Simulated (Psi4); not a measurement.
Psi4 input (wB97X-D/6-31G*):

```
memory 1500 MB

molecule {
0 2
C     2.72453300    0.83246000    0.26216400
Si    1.58824500   -0.58954800    0.04178800
O     0.04737400   -0.03816900    0.01290500
Si   -1.54797300   -0.38902200   -0.14365900
C    -2.52876400    1.19051100   -0.04372800
H     3.80176800    0.71390900    0.31060100
H     2.37228500    1.85360400    0.35423600
H     1.75142100   -1.56455400    1.15190900
H     1.88863400   -1.30609000   -1.22556500
H    -1.77492300   -1.06113100   -1.44757100
H    -1.95177600   -1.32146700    0.93832200
H    -2.23986600    1.87943800   -0.83980900
H    -2.36767300    1.68892300    0.91412500
H    -3.59726700    0.98486600   -0.14390000
symmetry c1
no_reorient
no_com
}

set {
  basis 6-31G*
  reference uks
  scf_type pk
  dft_radial_points 99
  dft_spherical_points 590
  e_convergence 1e-8
  d_convergence 1e-7
  maxiter 150
}

e = energy('wb97x-d')
print_out(f'\nFINAL {e:.10f} DIPOLE {variable("CURRENT DIPOLE")[0]:.6f} {variable("CURRENT DIPOLE")[1]:.6f} {variable("CURRENT DIPOLE")[2]:.6f}\n')
```

From the output:

```
  HONO-1 :   28  A 1.9988636
  HONO-0 :   29  A 1.0000000
  LUNO+0 :   30  A 0.0011364
  LUNO+1 :   31  A 0.0003105
  LUNO+2 :   32  A 0.0002589
  LUNO+3 :   33  A 0.0001927

Computation Completed

Properties will be evaluated at   0.000000,   0.000000,   0.000000 [a0]

Properties computed using the SCF density matrix

 Multipole Moments:

 ------------------------------------------------------------------------------------
     Multipole            Electronic (a.u.)      Nuclear  (a.u.)        Total (a.u.)
 ------------------------------------------------------------------------------------

 L = 1.  Multiply by 2.5417464519 to convert [e a0] to [Debye]
 Dipole X            :         -0.0052631            0.0000321           -0.0052310
 Dipole Y            :          0.3329047           -0.0000151            0.3328895
 Dipole Z            :          0.0290700            0.0000189            0.0290889
 Magnitude           :                                                    0.3341990

 ------------------------------------------------------------------------------------

FINAL -735.7715207971 DIPOLE -0.005231 0.332890 0.029089

*** Psi4 exiting successfully. Buy a developer a beer!
```

The geometry given is a B3LYP-D3(BJ)/def2-TZVP minimum.
